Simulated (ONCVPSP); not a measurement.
## Rh (Z = 45): one change to an ONCV potential, before and after

* Element: Rh (Z = 45)
* Generator: ONCVPSP 4.0.1
* Type: optimised norm-conserving Vanderbilt (ONCV)
* Functional: PBE
* Relativity: scalar-relativistic
* Frozen core: [Ar] 3d10
* Valence charge: 17
* Reference configuration: 4s2 4p6 4d8 5s1
* Partial waves: 4s+5s: rc 1.80 bohr, ncon 3, nbas 7, qcut 5.8 1/bohr, 3 projectors, debl 1.9 Ha; 4p: rc 1.80 bohr, ncon 4, nbas 7, qcut 6.4 1/bohr, 2 projectors, debl 2.8 Ha; 4d: rc 2.00 bohr, ncon 4, nbas 9, qcut 6.6 1/bohr, 2 projectors, debl 1.6 Ha; f scattering state at 0.47 Ha: rc 1.80 bohr, ncon 4, nbas 7, qcut 7.2 1/bohr, 2 projectors, debl 4 Ha
* Local potential: polynomial inside 1.30 bohr (lpopt 5, dvloc0 4 Ha)
* Core correction: none

All-electron outer shells of the reference configuration (PBE, scalar-relativistic, ld1.x):

```
shell  level (eV)  outermost node (bohr)  outermost maximum (bohr)
   3d     -300.61                      –                      0.29
   4s      -82.49                   0.47                      0.88
   4p      -50.42                   0.47                      0.94
   4d       -5.94                   0.46                      1.14
   5s       -4.30                   1.19                      2.63
```

Change: s: qcut 7.

Cutoffs: the cutoffs (Ha) at which the residual kinetic energy of the hardest occupied pseudo-wave falls to 1 and 0.1 mHa per electron; they do not see the model core or the augmentation charge, which bear on the density cutoff. Errors are all-electron minus pseudo energies relative to the spin-unpolarised reference configuration.

Task: How do hardness, ghosts and transferability respond?

Result: The potential gets neither clearly harder nor softer (18 Ha and 21 Ha → 18 Ha and 21 Ha); the bound ghost in s disappears; of the 4 tests that both files solve, the error grows in 0 and shrinks in 1 by more than 15 % and 0.3 meV (median size 17.3 → 17.2 meV).

```tsv
quantity	base	changed
cutoff, loose	18 Ha	18 Ha
cutoff, tight	21 Ha	21 Ha
loose cutoff by channel	s 7.7 Ha, p 16 Ha, d 18 Ha	s 14 Ha, p 16 Ha, d 18 Ha
bound ghosts	s	none
GHOST(+) flags under 300 eV	none	s at 248.3 eV
error for 4s2 4p6 4d8 5s0, meV [ΔE 7.46 eV]	-1.1	-0.9
error for 4s2 4p6 4d7 5s0, meV [ΔE 26.97 eV]	-0.9	-0.9
error for 4s2 4p6 4d6 5s0, meV [ΔE 59.48 eV]	+33	+33
error for 4s1 4p6 4d8 5s1, meV [ΔE 89.04 eV]	-561	-463
s: phases at 1.83 bohr within 0.05 rad from the reference energy up to (Ha; the scan ends near 5)	to the end of the scan	to the end of the scan
p: phases at 1.83 bohr within 0.05 rad from the reference energy up to (Ha; the scan ends near 5)	to the end of the scan	to the end of the scan
d: phases at 2.03 bohr within 0.05 rad from the reference energy up to (Ha; the scan ends near 5)	to the end of the scan	to the end of the scan
f: phases at 1.83 bohr within 0.05 rad from the reference energy up to (Ha; the scan ends near 5)	to the end of the scan	to the end of the scan
```

Base: The cutoffs count occupied waves only; projector 2 of the f channel, the hardest unoccupied one, needs 74 Ha at the loose tolerance. Changed file: The cutoffs count occupied waves only; projector 2 of the f channel, the hardest unoccupied one, needs 74 Ha at the loose tolerance. A true bound ghost makes a file unfit for plane-wave use even where its test errors are small: the radial tests pick states by their node count and pass the ghost by.
